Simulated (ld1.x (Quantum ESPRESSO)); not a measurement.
**Configuration tests for S (TM)**

* Element: sulfur
* Generator: ld1.x (Quantum ESPRESSO) 7.5
* Type: norm-conserving Troullier–Martins (Kleinman–Bylander form)
* Functional: LDA (PZ)
* Relativity: scalar-relativistic
* Frozen core: [Ne]
* Valence charge: 6
* Reference configuration: 3s2 3p3.75 (charge +0.25)
* Partial waves: 3p (bound): rc 1.05 bohr; 3s (bound): rc 1.50 bohr
* Local potential: the s channel
* Core correction: a·sin(br)/r model core inside 0.85 bohr

Energies are relative to the spin-unpolarised reference configuration 3s2 3p3.75; without spin polarisation the order of configurations can differ from experiment. Spin-polarised rows fill each open shell by Hund’s rule, majority spin first.

```json
{"valence configuration": "3s2 3p4", "charge": "0", "ΔE all-electron (eV)": "-2.061", "error AE − PS (meV)": "+0.3"}
{"valence configuration": "3s2 3p3", "charge": "+1", "ΔE all-electron (eV)": "9.801", "error AE − PS (meV)": "+2.5"}
{"valence configuration": "3s2 3p2", "charge": "+2", "ΔE all-electron (eV)": "32.174", "error AE − PS (meV)": "+20"}
{"valence configuration": "3s2 3p4.3", "charge": "-0.3", "ΔE all-electron (eV)": "-3.802", "error AE − PS (meV)": "+0.9"}
{"valence configuration": "3s2 3p1", "charge": "+3", "ΔE all-electron (eV)": "66.332", "error AE − PS (meV)": "+62"}
{"valence configuration": "3s2 3p3.75 (spin-polarised)", "charge": "+0.25", "ΔE all-electron (eV)": "-0.940", "error AE − PS (meV)": "+2.8"}
{"valence configuration": "3s2 3p4 (spin-polarised)", "charge": "0", "ΔE all-electron (eV)": "-2.768", "error AE − PS (meV)": "+2.6"}
```

Question: What are ΔE and the potential's error for 3s1 3p5?

Answer: ΔE = 8.178 eV all-electron; the error (AE − PS) is +1.3 meV.

Question: What are ΔE and the potential's error for 3s1 3p4?

Answer: ΔE = 20.599 eV all-electron; the error (AE − PS) is +7.9 meV.
